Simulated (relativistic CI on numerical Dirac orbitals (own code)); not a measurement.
Sensitivity of the levels of S¹¹⁺ to α

These numbers are calculated, not measured: Dirac-Coulomb-Breit CI, KLI orbitals optimised for each configuration, derivatives by finite differences, unscaled Slater integrals, QED left out (own radial code, finite nucleus).

Configurations in the expansion (outside the closed core 1s2): 2s²2p, 2s2p², 2p³, 2p²3s, 2p²3p, 2p²3d, 2s²3s, 2s²3p. Levels of other configurations are missing.

With x = (α/α₀)² − 1 an excitation energy changes as ω = ω₀ + qx; K = 2q/ω₀ is the relative enhancement. Terms are leading LS components, so labels can repeat.

Lowest level 2s²2p ²P°1/2.

```
       Level  ω₀ (cm⁻¹)  q (cm⁻¹)        K
2s²2p ²P°3/2      13049     13150     2.02
 2s2p² ⁴P1/2     188132     12920    0.137
 2s2p² ⁴P3/2     192877     18040    0.187
 2s2p² ⁴P5/2     199538     24540    0.246
 2s2p² ²D3/2     350970     20900    0.119
 2s2p² ²D5/2     351181     21610    0.123
 2s2p² ²S1/2     444758     18510   0.0833
 2s2p² ²P1/2     472202     20500   0.0868
 2s2p² ²P3/2     479026     25510    0.107
  2p³ ⁴S°3/2     609070     33750    0.111
  2p³ ²D°3/2     701043     32730   0.0934
  2p³ ²D°5/2     701495     34190   0.0975
  2p³ ²P°1/2     787504     34110   0.0866
  2p³ ²P°3/2     789198     37230   0.0943
 2s²3s ²S1/2    2557326      7835  0.00613
2s²3p ²P°1/2    2656828      9051  0.00681
2s²3p ²P°3/2    2660396     12640   0.0095
 2p²3s ⁴P1/2    3098716     24980   0.0161
 2p²3s ⁴P3/2    3103599     30350   0.0196
 2p²3s ⁴P5/2    3110599     37010   0.0238
 2p²3s ²P1/2    3127696     28050   0.0179
 2p²3s ²P3/2    3136002     35650   0.0227
2p²3p ²S°1/2    3168317     32710   0.0206
```

At this charge energies of transitions that change n are usually good to better than 1 %, and those within a shell (Δn = 0) to a few per cent.
